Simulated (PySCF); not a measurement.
Fractional electron number in Zr²⁺ (zirconium, charge +2)

The 4d alpha orbital of [Kr] 4d2 is emptied in steps (occupation f), with all orbitals relaxed, ending at [Kr] 4d1. Computed with PySCF 2.14 in x2c-TZVPall, with the spin-free X2C one-electron Hamiltonian (Gaussian nucleus). The exact energy is a straight line in f; departures are measured from the line between the end points of the same method.

| f | BHandHLYP (eV) | wB97X (eV) | TPSS (eV) |
| --- | --- | --- | --- |
| 1 | 0.000 | 0.000 | 0.000 |
| 0.75 | -0.450 | -0.235 | -0.953 |
| 0.5 | -0.601 | -0.311 | -1.276 |
| 0.25 | -0.452 | -0.230 | -0.960 |
| 0 | 0.000 | 0.000 | 0.000 |

```json
{"method": "BHandHLYP", "E(f=0) − E(f=1) (eV)": "23.202", "−ε at f=1 (eV)": "20.808", "−ε at f=0.5 (eV)": "23.198"}
{"method": "wB97X", "E(f=0) − E(f=1) (eV)": "23.036", "−ε at f=1 (eV)": "21.784", "−ε at f=0.5 (eV)": "23.048"}
{"method": "TPSS", "E(f=0) − E(f=1) (eV)": "23.410", "−ε at f=1 (eV)": "18.358", "−ε at f=0.5 (eV)": "23.390"}
```

Orbital energy along the path (eV):

| f | BHandHLYP | wB97X | TPSS |
| --- | --- | --- | --- |
| 1 | -20.808 | -21.784 | -18.358 |
| 0.75 | -21.998 | -22.414 | -20.851 |
| 0.5 | -23.198 | -23.048 | -23.390 |
| 0.25 | -24.403 | -23.665 | -25.958 |
| 0 | -25.619 | -24.239 | -28.545 |

Reference removal energy between the ground levels: 23.170 eV (semi-empirical (NIST evaluation); NIST Atomic Spectra Database, ionization energies). The calculation has no spin-orbit coupling.
